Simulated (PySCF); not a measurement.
Input file for PySCF: D3(BJ) and D4 dispersion corrections on B2H8N2 (a complex), monomers drawn apart or pushed together.

```python
from pyscf import gto
from pyscf.dispersion import dftd3, dftd4

mol = gto.M(
    atom='''
    B    -0.78388361    0.35517790   -0.29068245
    N     0.43002975   -0.19947620    0.07791599
    H    -1.08857184    0.40512841   -1.44202996
    H    -1.50935764    0.78107427    0.56006377
    H     0.73146079   -0.26955490    1.03818603
    H     1.08551818   -0.57989317   -0.58494941
    B     0.34891985   -0.76554056    5.97410441
    N     0.08666108    0.39717637    5.26041617
    H    -0.36213190   -1.70995878    5.82025541
    H     1.28853583   -0.79422880    6.70806278
    H     0.62960402    1.23985403    5.36069918
    H    -0.70325232    0.50692566    4.64281123
    ''',
    basis='def2-svp',
    charge=0, spin=0, verbose=0, max_memory=1800)
d3, d4 = {}, {}
for xc in ['hf', 'pbe', 'blyp', 'revpbe', 'tpss', 'r2scan', 'b3lyp', 'pbe0', 'bhlyp', 'camb3lyp', 'b2plyp']:
    d3[xc] = float(dftd3.DFTD3Dispersion(mol, xc=xc, version='d3bj', atm=False).get_dispersion()['energy'])
    print(f'D3(BJ) {xc:10s} {d3[xc]:14.8f} Eh')
for xc in ['hf', 'pbe', 'blyp', 'revpbe', 'tpss', 'r2scan', 'b3lyp', 'pbe0', 'bhlyp', 'camb3lyp', 'b2plyp']:
    d4[xc] = float(dftd4.DFTD4Dispersion(mol, xc={'camb3lyp': 'cam-b3lyp'}.get(xc, xc), atm=True).get_dispersion()['energy'])
    print(f'D4     {xc:10s} {d4[xc]:14.8f} Eh')
```

The log:

```
D3(BJ) hf            -0.04311950 Eh
D3(BJ) pbe           -0.00452055 Eh
D3(BJ) blyp          -0.00924250 Eh
D3(BJ) revpbe        -0.01210255 Eh
D3(BJ) tpss          -0.00547972 Eh
D3(BJ) r2scan        -0.00126030 Eh
D3(BJ) b3lyp         -0.00748638 Eh
D3(BJ) pbe0          -0.00372487 Eh
D3(BJ) bhlyp         -0.00563790 Eh
D3(BJ) camb3lyp      -0.00313981 Eh
D3(BJ) b2plyp        -0.00329016 Eh
D4     hf            -0.01513178 Eh
D4     pbe           -0.00360105 Eh
D4     blyp          -0.00823308 Eh
D4     revpbe        -0.01372798 Eh
D4     tpss          -0.00485791 Eh
D4     r2scan        -0.00095482 Eh
D4     b3lyp         -0.00571412 Eh
D4     pbe0          -0.00297558 Eh
D4     bhlyp         -0.00383435 Eh
D4     camb3lyp      -0.00293398 Eh
D4     b2plyp        -0.00248244 Eh
```

The run finished.

Cost: about 0.020 core-seconds (a rough figure).
